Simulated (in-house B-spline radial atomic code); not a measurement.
The outermost shell (largest non-relativistic mean radius) with and without relativity; Dirac values are averaged over j. Computed with a B-spline radial code for spherical atoms: non-relativistic Hartree-Fock and Dirac-Hartree-Fock, averages of the configuration (point nuclei without relativity, finite nuclei with it).

```csv
ion,configuration,outermost shell,radius non-relativistic (bohr),radius Dirac (bohr),radius change (%),level non-relativistic (eV),level Dirac (eV)
Eu+,[Xe] 4f7 6s1,6s,4.3049,4.0876,-5.047,-9.889,-10.422
Gd+,[Xe] 4f7 5d1 6s1,?,?,?,?,?,?
Tb+,[Xe] 4f9 6s1,6s,4.2204,3.9879,-5.5081,-10.083,-10.68
Dy+,[Xe] 4f10 6s1,6s,4.1806,3.9403,-5.7462,-10.177,-10.807
Ho+,[Xe] 4f11 6s1,6s,4.1422,3.8941,-5.9911,-10.269,-10.934
Er+,[Xe] 4f12 6s1,6s,4.1052,3.8489,-6.242,-10.360,-11.061
Tm+,[Xe] 4f13 6s1,?,?,?,?,?,?
Yb+,[Xe] 4f14 6s1,6s,4.0346,3.7617,-6.765,-10.538,-11.315
Lu+,[Xe] 4f14 6s2,6s,3.6551,3.4235,-6.3369,-11.939,-12.772
Hf+,[Xe] 4f14 5d1 6s2,?,?,?,?,?,?
Ta+,[Xe] 4f14 5d3 6s1,6s,3.5421,3.229,-8.8381,-12.259,-13.698
W+,[Xe] 4f14 5d4 6s1,6s,3.434,3.1101,-9.4314,-12.678,-14.31
Re+,[Xe] 4f14 5d5 6s1,6s,3.3402,3.0057,-10.015,-13.056,-14.88
```

Problem. Fill in the row of Gd+.

Solution. outermost shell: 6s; radius non-relativistic (bohr): 4.0893; radius Dirac (bohr): 3.8588; radius change (%): -5.6362; level non-relativistic (eV): -10.500; level Dirac (eV): -11.19.

Problem. Fill in the row of Tm+.

Solution. outermost shell: 6s; radius non-relativistic (bohr): 4.0693; radius Dirac (bohr): 3.8048; radius change (%): -6.5001; level non-relativistic (eV): -10.449; level Dirac (eV): -11.188.

Problem. Fill in the row of Hf+.

Solution. outermost shell: 6s; radius non-relativistic (bohr): 3.5096; radius Dirac (bohr): 3.263; radius change (%): -7.027; level non-relativistic (eV): -12.526; level Dirac (eV): -13.573.

Problem. Which member changes most?

Solution. Rhenium (Re+): its 6s shell contracts by 10.0 %.
